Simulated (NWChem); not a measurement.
Atomisation of HCl3Ge

```
Ge
H 1 1.5264
Cl 1 2.1371 2 110.49
Cl 1 2.1371 2 110.49 3 120.00
Cl 1 2.1371 2 110.49 3 -120.00
```
Charge 0, spin multiplicity 1.

The numbers come from NWChem runs, not from measurements. Structure: optimised with PBE0/def2-SVP, a minimum by its harmonic frequencies.

Basis set: def2-TZVP. The atomisation energy is electronic alone: no zero-point, thermal, spin-orbit or counterpoise terms. No value is extrapolated to the basis-set limit. Free atoms are single determinants with multiplicities Ge 3, Cl 2, H 2.

The Hamiltonian is non-relativistic. B3LYP has NWChem's definition, with VWN1-RPA local correlation. The structure started from a generated list of species. The stability of the SCF solutions was not checked. Open-shell Hartree-Fock references start from PBE0 orbitals.

Task: One of these methods gave an atomisation energy of 235.3 kcal/mol. Which?
A) HF
B) PBE0
C) BP86
D) B3LYP

Result: A, HF. The others give 311.0 (B3LYP), 323.4 (PBE0), 325.1 (BP86).
